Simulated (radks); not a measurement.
Effect of the nuclear size on neutral gallium, [Ar] 3d10 4s2 4p1. All-electron calculation, Dirac Kohn-Sham, relativistic LDA (MacDonald-Vosko exchange, VWN5 correlation), spin-unpolarised, spherical densities, finite nucleus; open shells are shared between the two j in proportion to 2j + 1; Fermi nuclear charge, rms radius 3.9973 fm. Program: a radial shooting solver on a logarithmic mesh with Libxc functionals. The rms radius is varied about that value; shifts are against it.

rms radius (fm)  total energy shift (eV)  density at nucleus (e/bohr^3)  1s1/2 shift (meV)  2s1/2 shift (meV)
3.5656                           -0.0571                      2.816e+04              -24.2              -2.33
3.8334                           -0.0224                      2.804e+04              -9.48             -0.915
3.9973                                 0                      2.797e+04              0.000              0.000
4.2251                            0.0326                      2.788e+04               13.8               1.33
4.5649                            0.0844                      2.775e+04               35.7               3.45

Slopes of the eigenvalues against <r^2> in GHz/fm^2, as finite differences over the two radii next to the reference (eigenvalue slopes, not the field-shift constants of lines): 1s1/2 1780, 2s1/2 172.
